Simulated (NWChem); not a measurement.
# BCl$_{2}$, doublet; SMILES Cl[B]Cl

Results from NWChem. Spin-unrestricted. In the optimisation the excess spin sits in a1 (C2v, its own frame). No stability test was run on the SCF state. Each level has its own optimisation; frequencies are unscaled.

For level BLYP/def2-SVP:

```yaml
highest harmonic frequency (cm⁻¹): 944
dipole (D): 0.60
```

Q: How do the values read with level PBE0/def2-SVP instead?

A: The highest harmonic frequency (cm⁻¹) is 1012 and the dipole (D) is 0.41.
